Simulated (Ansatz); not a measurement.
C3InN3O3 (`O=C=[N][In]([N]=C=O)[N]=C=O`). Total charge 0; spin multiplicity 1. In: def2 effective core potential.

Cartesian coordinates in Å:
```
O -1.681 -2.675 -2.567
C -1.296 -1.688 -2.086
N -0.926 -0.622 -1.658
In -0.003 0.000 0.001
N 0.506 -1.316 1.415
C 1.056 -1.255 2.488
O 1.577 -1.278 3.528
N 0.411 1.940 0.247
C 0.241 2.943 -0.402
O 0.114 3.952 -0.966
```

**Question.** List the harmonic frequencies (cm⁻¹, unscaled) at PBE0-D4/def2-TZVP in Ansatz. (An estimate is asked.)

**Answer.** Computed: 23, 35, 35, 48, 49, 85, 132, 147, 147, 437, 474, 474, 646, 646, 647, 674, 679, 679, 1425, 1425, 1427, 2329, 2329, 2366.

**Question.** Is this a minimum?

**Answer.** Yes, all 24 modes are real.

**Question.** Give the ideal-gas thermochemistry at 298.15 K and 1 bar (rigid rotor, harmonic oscillator; point group C3h, symmetry number 3).

**Answer.** Zero-point energy 103.8 kJ/mol; H(298) − E = 136.3 kJ/mol; entropy 483.3 J/(mol·K), of which translation 177.3, rotation 122.9, vibration 183.1; G(298) − E = -7.8 kJ/mol. Modes under 100 cm⁻¹ are hindered rotations or soft bends, so the harmonic entropy is rough.
